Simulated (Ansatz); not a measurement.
Start from `C[S][Zr]([Cl])([S]C)[S]C` and change one atom or group to get `C[S][Zr]([S]C)([S]C)[S]C`.

Ansatz, PBE0-D4/def2-TZVP geometries, multiplicity 1. Each molecule was computed in one conformer, which needn't be the lowest. `C[S][Zr]([Cl])([S]C)[S]C` holds a close contact that its SMILES doesn't draw: H···Zr 2.66 Å.

Elements past krypton have def2 core potentials.

| property | `C[S][Zr]([Cl])([S]C)[S]C` |
| --- | --- |
| size of the dipole moment (PBE/def2-TZVPP) / D | 2.09 |
| HOMO energy (PBE/def2-TZVPP) / eV | -6.07 |
| size of the dipole moment (B3LYP/def2-TZVPP) / D | 2.09 |
| HOMO–LUMO gap (B3LYP/def2-TZVPP) / eV | 4.66 |
| LUMO energy (PBE/def2-TZVPP) / eV | -2.91 |
| HOMO–LUMO gap (PBE0/def2-TZVPP) / eV | 5.07 |

(1) Give the same properties after the change, and the shifts. (An estimate is asked.)

## Answers

(1) Ansatz gave: 
```csv
property,`C[S][Zr]([S]C)([S]C)[S]C`,shift
size of the dipole moment (PBE/def2-TZVPP) / D,2.92,0.83
HOMO energy (PBE/def2-TZVPP) / eV,-5.79,0.28
size of the dipole moment (B3LYP/def2-TZVPP) / D,2.92,0.83
HOMO–LUMO gap (B3LYP/def2-TZVPP) / eV,4.32,-0.34
LUMO energy (PBE/def2-TZVPP) / eV,-2.93,-0.02
HOMO–LUMO gap (PBE0/def2-TZVPP) / eV,4.73,-0.34
```

With PBE0 the HOMO rises by 0.29 eV and the LUMO falls by 0.06 eV, so the gap narrows by about 0.35 eV. PBE moves the HOMO by 0.28 eV and ωB97M-V by 0.29 eV. Dipoles are sizes alone; their direction can turn.

B3LYP here is the variant with VWN-RPA as its local correlation; programs differ in this.
